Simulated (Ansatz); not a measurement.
Reaction (formal exchange of groups at the Si–O bond): `C[SiH]([AlH2])O[SiH3]` + `[SbH3]` → `C[SiH]([AlH2])[SbH2]` + `O[SiH3]`

Gas-phase electronic energies from Ansatz, PBE0-D4/def2-TZVP geometries. CCSD(T)/CBS adds triple-zeta CCSD(T) − MP2 to the extrapolated MP2 energy (def2 sets, frozen cores). Functionals use def2-TZVPP. B3LYP here is the variant with VWN-RPA as its local correlation; programs differ in this. def2 core potentials past Kr. For Sb outer-core shells are correlated without core-valence functions, which leaves a few kJ/mol of doubt a bond. Each species was taken in one conformer, which may not be the lowest.

```json
{"level": "PBE-D4", "ΔE (kcal/mol)": "3.3", "difference from CCSD(T)/CBS": "-4.9"}
{"level": "r2SCAN-D4", "ΔE (kcal/mol)": "7.4", "difference from CCSD(T)/CBS": "-0.8"}
{"level": "PBE0-D4", "ΔE (kcal/mol)": "5.5", "difference from CCSD(T)/CBS": "-2.7"}
{"level": "B3LYP-D4", "ΔE (kcal/mol)": "11.5", "difference from CCSD(T)/CBS": "3.3"}
{"level": "ωB97X-V", "ΔE (kcal/mol)": "11.7", "difference from CCSD(T)/CBS": "3.5"}
{"level": "ωB97M-V", "ΔE (kcal/mol)": "10.1", "difference from CCSD(T)/CBS": "1.9"}
{"level": "B2PLYP", "ΔE (kcal/mol)": "11.9", "difference from CCSD(T)/CBS": "3.7"}
{"level": "PBE", "ΔE (kcal/mol)": "4.1", "difference from CCSD(T)/CBS": "-4.1"}
{"level": "r2SCAN", "ΔE (kcal/mol)": "7.4", "difference from CCSD(T)/CBS": "-0.8"}
{"level": "PBE0", "ΔE (kcal/mol)": "6.1", "difference from CCSD(T)/CBS": "-2.1"}
{"level": "B3LYP", "ΔE (kcal/mol)": "12.9", "difference from CCSD(T)/CBS": "4.7"}
{"level": "HF/def2-TZVPP", "ΔE (kcal/mol)": "22.2", "difference from CCSD(T)/CBS": "14.0"}
{"level": "MP2/def2-TZVPP", "ΔE (kcal/mol)": "8.4", "difference from CCSD(T)/CBS": "0.2"}
{"level": "SCS-MP2/def2-TZVPP", "ΔE (kcal/mol)": "12.0", "difference from CCSD(T)/CBS": "3.8"}
{"level": "CCSD/def2-TZVPP", "ΔE (kcal/mol)": "12.7", "difference from CCSD(T)/CBS": "4.5"}
{"level": "CCSD(T)/def2-TZVPP", "ΔE (kcal/mol)": "10.5", "difference from CCSD(T)/CBS": "2.3"}
{"level": "HF/def2-QZVPP", "ΔE (kcal/mol)": "22.7", "difference from CCSD(T)/CBS": "14.5"}
{"level": "MP2/def2-QZVPP", "ΔE (kcal/mol)": "7.2", "difference from CCSD(T)/CBS": "-1.0"}
{"level": "SCS-MP2/def2-QZVPP", "ΔE (kcal/mol)": "11.0", "difference from CCSD(T)/CBS": "2.8"}
{"level": "HF/CBS(def2)", "ΔE (kcal/mol)": "22.8", "difference from CCSD(T)/CBS": "14.6"}
{"level": "MP2/CBS(def2)", "ΔE (kcal/mol)": "6.1", "difference from CCSD(T)/CBS": "-2.1"}
{"level": "CCSD/CBS(def2)", "ΔE (kcal/mol)": "10.4", "difference from CCSD(T)/CBS": "2.2"}
{"level": "CCSD(T)/CBS", "ΔE (kcal/mol)": "8.2", "difference from CCSD(T)/CBS": "0"}
```

Largest T1 diagnostic among the species: 0.014.

In def2-TZVPP, CCSD(T) changes the Hartree–Fock value by −11.7 kcal/mol (the triples alone add −2.2 kcal/mol) and MP2 by −13.9 kcal/mol. From PBE to PBE0 (25 % exact exchange), in def2-TZVPP and without D4, ΔE moves by +2.0 kcal/mol. The D4 term adds −1.3 kcal/mol with B3LYP and −0.6 kcal/mol with PBE0; it sums over pairs of atoms, weighted by their polarisabilities, and B3LYP, whose exchange is more repulsive, gets the larger term.
